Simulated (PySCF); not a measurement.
# A series of related molecules

Method: TDDFT B3LYP/def2-SVPD circular dichroism and optical rotation, one conformer, gas phase (PySCF). Geometry: GFN2-xTB.

Each molecule in one low-energy conformer. The parent is CC[C@@H]1CO[C@@H](F)C1.

The molecule is flexible and this is one conformer; a measurement averages over conformers.

(1) How does the specific rotation at 589.3 nm (origin-invariant length gauge) change along this series?
- CC[C@@H]1CO[C@@H](F)C1 (base)
- CC[C@@H]1CO[C@H](F)C1 (diastereomer)

Answers

(1) 
```tsv
molecule	[α]589 (deg dm⁻¹ (g/mL)⁻¹)	S1 (eV)	R(S1), velocity form (10⁻⁴⁰ esu² cm²)
CC[C@@H]1CO[C@@H](F)C1	-121.8	7.49	+1.4
CC[C@@H]1CO[C@H](F)C1	+119.5	7.48	+0.6
```
The specific rotation at 589.3 nm (origin-invariant length gauge) is lowest for CC[C@@H]1CO[C@@H](F)C1 and highest for CC[C@@H]1CO[C@H](F)C1.
